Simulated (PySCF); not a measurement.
VH2Cl2 (doublet state).
Bonds: V1–Cl4, V1–Cl5. Hydrogens: H2, H3 on V1.

Computed by this run: PBE0-D3(BJ)/def2-SVP geometry optimisation, gas phase in PySCF 2.14.0; unrestricted, density fitting, grid level 1; the optimiser is geomeTRIC in internal coordinates, started from a GFN2-xTB structure with every atom displaced at random (about 0.03 Å).

At the end of the run (lengths in Å): V1–H3 1.592, V1–Cl5 2.118, V1–H2 1.594, V1–Cl4 2.119, H2–V1–H3 91.4°, Cl4–V1–Cl5 136.7°, H2–V1–Cl4 105.2°.

**Question.** These geometries were met on the way; a selection of coordinates is given. Order them by energy above the end point, lowest first.
A. V1–H3 1.583, V1–Cl5 2.070, V1–H2 1.600, V1–Cl4 2.103, H2–V1–H3 98.2°, Cl4–V1–Cl5 133.5°, H2–V1–Cl4 104.5°
B. V1–H3 1.398, V1–Cl5 1.954, V1–H2 1.479, V1–Cl4 2.042, H2–V1–H3 99.3°, Cl4–V1–Cl5 132.6°, H2–V1–Cl4 102.2°
C. V1–H3 1.593, V1–Cl5 2.099, V1–H2 1.601, V1–Cl4 2.114, H2–V1–H3 97.6°, Cl4–V1–Cl5 134.0°, H2–V1–Cl4 105.2°

**Answer.** C (0.010 eV), A (0.036 eV), B (0.881 eV).

```json
{"step": "2", "E above end (eV)": "0.010", "rms distance from the end, all atoms (Å)": "0.051", "largest force (eV/Å)": "0.371", "rms shift of all bonds from the end (Å)": "0.010"}
{"step": "1", "E above end (eV)": "0.036", "rms distance from the end, all atoms (Å)": "0.062", "largest force (eV/Å)": "0.985", "rms shift of all bonds from the end (Å)": "0.026"}
{"step": "0", "E above end (eV)": "0.881", "rms distance from the end, all atoms (Å)": "0.132", "largest force (eV/Å)": "4.569", "rms shift of all bonds from the end (Å)": "0.145"}
```

Rows stand in the order of the answer.
